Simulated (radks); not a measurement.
Results of a calculation; reference values are marked as such.
Q: Ionisation ladder of ruthenium, from Ru to Ru27+ (ions without a valid solution omitted). Each ion is in the ground configuration listed by NIST, and IE = E(next ion) - E(this ion). Code: a radial shooting solver on a logarithmic mesh with Libxc functionals. Model: scalar-relativistic Kohn-Sham, SCAN, spin-polarised, spherical densities, finite nucleus; open shells are filled with parallel spins first (spin-orbit coupling, left out, can overturn this in heavy ions); meta-GGA in the generalised Kohn-Sham scheme; Fermi nuclear charge, rms radius 4.4809 fm.

| species | configuration | IE, Delta-SCF (eV) | <r> HOMO (bohr) |
|---|---|---|---|
| Ru | [Kr] 4d7 5s1 | 7.901 | 1.73 |
| Ru+ | [Kr] 4d7 | 16.266 | 1.67 |
| Ru2+ | [Kr] 4d6 | 27.582 | 1.54 |
| Ru3+ | [Kr] 4d5 | 46.383 | 1.42 |
| Ru4+ | [Kr] 4d4 | 61.220 | 1.36 |
| Ru5+ | [Kr] 4d3 | ? | 1.30 |
| Ru6+ | [Kr] 4d2 | 93.429 | 1.26 |
| Ru7+ | [Kr] 4d1 | ? | 1.21 |
| Ru8+ | [Kr] | ? | 1.03 |
| Ru9+ | [Ar] 3d10 4s2 4p5 | 200.56 | 1.01 |
| Ru16+ | [Ar] 3d10 | 673.94 | 0.373 |
| Ru17+ | [Ar] 3d9 | 729.66 | 0.367 |
| Ru18+ | [Ar] 3d8 | 786.57 | 0.361 |
| Ru19+ | [Ar] 3d7 | 844.55 | 0.355 |
| Ru20+ | [Ar] 3d6 | ? | 0.350 |
| Ru21+ | [Ar] 3d5 | 988.04 | 0.341 |
| Ru22+ | [Ar] 3d4 | 1052.1 | 0.336 |
| Ru23+ | [Ar] 3d3 | 1117.2 | 0.331 |
| Ru24+ | [Ar] 3d2 | 1183.3 | 0.327 |
| Ru25+ | [Ar] 3d1 | 1250.1 | 0.323 |
| Ru26+ | [Ar] | 1461.3 | 0.355 |
| Ru27+ | [Ne] 3s2 3p5 | 1521.4 | 0.352 |

Estimate the withheld Delta-SCF values.

A: Ru5+: 76.946 eV (NIST 76); Ru7+: 110.50 eV (NIST 110); Ru8+: 180.30 eV (NIST 178.41); Ru20+: 903.41 eV (NIST 905).
